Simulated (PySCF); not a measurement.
Excitations are Tamm–Dancoff values on a coarser integration grid. The basis has no diffuse functions, so Rydberg states are missing or too high.

Z-matrix (Å, degrees):
```
C
C 1 1.3900
H 2 1.0955 1 115.11
C 2 1.3981 3 115.70 1 -180.00
C 4 1.3924 2 128.93 3 180.00
H 4 1.0941 5 115.63 2 -180.00
H 5 1.0946 4 115.40 6 0.00
C 5 1.3996 7 115.31 4 -180.00
C 8 1.3908 5 128.96 7 180.00
H 8 1.0941 9 115.54 5 180.00
H 9 1.0954 8 115.85 10 0.00
C 9 1.3975 11 114.92 8 180.00
C 12 1.3941 9 125.84 11 0.00
H 13 1.0884 12 126.84 9 0.00
C 1 1.4038 2 125.57 3 0.00
H 15 1.0880 1 125.06 2 0.00
C 15 1.4077 16 127.40 1 -180.00
O 17 1.3329 15 128.04 16 0.00
C 18 1.4034 17 117.46 15 0.00
H 19 1.0972 18 106.96 17 -180.00
H 19 1.1037 20 109.08 18 -120.65
H 19 1.1037 20 109.08 21 -118.70
```
Charge 0, spin multiplicity 1.

Problem. What brightest of the four lowest singlets (TDA), S1 oscillator strength and HOMO does PySCF with PBE0-D4/def2-TZVP // PBE0-D4/def2-SVP give?

Solution. 
* **brightest of the four lowest singlets (TDA)**: 5.53 eV
* **S1 oscillator strength**: 0.006
* **HOMO**: -5.71 eV
